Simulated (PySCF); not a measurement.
Run record: excited-state job, monosilicic acid (`O[Si](O)(O)O`).

Computed with TDDFT PBE0/def2-SVPD, vertical, gas phase, core orbitals frozen in the response (PySCF 2.14.0, density-fitted response routines). Geometry: GFN2-xTB. The input is one job of a driver script: a line of settings, then coordinates in Å.

Input:
```
{"job": {"kind": "uv", "xc": "PBE0", "basis": "def2-SVPD", "nstates": 8, "ntriplets": 3}, "charge": 0, "multiplicity": 1}
O      0.516670     1.304713    -0.823485
Si     0.001642     0.000999    -0.002014
O      1.146300    -1.139511    -0.171712
O     -1.456838    -0.382173    -0.606583
O     -0.200108     0.222032     1.594806
H     -0.105978     2.003141    -1.001240
H      1.533570    -1.269280    -1.032079
H     -1.996117    -1.005361    -0.129414
H      0.574420     0.271434     2.146541
```

Output:
```
coarse grid: 8448 points
cycle   1  E = -591.9125007388  dE =  8.229e-01  |g| = 1.179e+00  |ddm| = 3.967e+00
cycle   2  E = -591.6717590372  dE =  2.407e-01  |g| = 1.634e+00  |ddm| = 3.171e+00
cycle   3  E = -592.1671861978  dE = -4.954e-01  |g| = 4.447e-02  |ddm| = 1.883e+00
cycle   4  E = -592.1675580180  dE = -3.718e-04  |g| = 5.727e-03  |ddm| = 5.930e-02
cycle   5  E = -592.1675635066  dE = -5.489e-06  |g| = 5.799e-04  |ddm| = 1.013e-02
final grid: 78248 points
cycle   6  E = -592.2647104636  dE = -2.221e-05  |g| = 7.738e-03  |ddm| = 4.387e-02
cycle   7  E = -592.2647014877  dE =  8.976e-06  |g| = 1.052e-02  |ddm| = 1.928e-02
cycle   8  E = -592.2647212265  dE = -1.974e-05  |g| = 1.601e-04  |ddm| = 1.032e-02
cycle   9  E = -592.2647212309  dE = -4.419e-09  |g| = 1.099e-04  |ddm| = 4.579e-04
cycle  10  E = -592.2647212333  dE = -2.346e-09  |g| = 3.249e-05  |ddm| = 1.870e-04
cycle  11  E = -592.2647212334  dE = -1.878e-10  |g| = 8.963e-06  |ddm| = 4.109e-05
converged SCF energy = -592.2647212334

Static polarisability (au): isotropic 38.674, principal 37.991 39.009 39.022

Singlet excitations
state   eV       nm        f      main configurations
  1   7.7682    159.6   0.01041   H->L 0.97
  2   7.7749    159.5   0.01065   H-1->L 0.97
  3   8.5180    145.6   0.00001   H-2->L 0.82
  4   8.6483    143.4   0.12998   H-3->L 0.87
  5   9.0409    137.1   0.00700   H->L+3 0.46, H-1->L+2 0.36
  6   9.0650    136.8   0.00007   H-1->L+2 0.32, H->L+3 0.22, H-6->L 0.18
  7   9.1349    135.7   0.07199   H->L+1 0.56, H-5->L 0.28
  8   9.1385    135.7   0.07382   H-1->L+1 0.53, H-4->L 0.30

Triplet excitations (Tamm-Dancoff, eV): 7.5375 7.5433 8.1902
```

The SCF starts on a coarse grid where the log names one; the energy can jump when the final grid takes over, and dE then counts from the start density on the new grid. H and L stand for HOMO and LUMO; the number after each pair is its weight.

Question: How does the lowest singlet excitation compare with the HOMO–LUMO gap?

Answer: HOMO -9.26 eV and LUMO -0.21 eV give a gap of 9.05 eV; S1 at 7.77 eV lies 1.28 eV below it.

Question: Give S1 in cm⁻¹ and kJ/mol.

Answer: 7.7682 eV × 8065.54 = 62655 cm⁻¹; × 96.485 = 749.5 kJ/mol.

Main results: HOMO -9.26 eV, LUMO -0.21 eV; lowest singlet 7.77 eV; lowest triplet 7.54 eV (Tamm–Dancoff); mean polarisability 38.7 au.

Question: How long does this job take on one thread, Arm Neoverse V1, no GPU, shared host?

Answer: About 12 s.
Labels such as C1 count atoms from 1, the log's own numbers from 0.
